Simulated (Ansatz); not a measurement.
Cartesian coordinates in Å:
```
O 1.424 1.687 -0.547
C 0.735 0.560 -1.081
Si 0.295 -0.646 0.290
C -1.354 -0.692 1.027
O -0.952 -1.717 0.043
H 0.813 2.188 -0.001
H -0.158 0.848 -1.649
H 1.421 0.092 -1.793
H 1.477 -1.147 1.027
H -2.168 -0.065 0.668
H -1.533 -1.108 2.016
```

The species carries charge 0 and has multiplicity 1.

List the PBE/def2-TZVPP orbital energies in eV (Ansatz 0.2.0). (Estimate.)

Ansatz gave: Occupied: -1779.89, -510.75, -510.22, -270.32, -269.96, -137.63, -94.41, -94.35, -94.32, -25.94, -25.24, -17.21, -15.85, -13.17, -12.44, -11.20, -10.95, -10.68, -9.89, -8.92, -8.28, -6.81, -6.30, -6.18. Lowest empty: -1.31, 0.06, 0.44, 0.78, 1.36, 1.39, 1.87, 2.29.
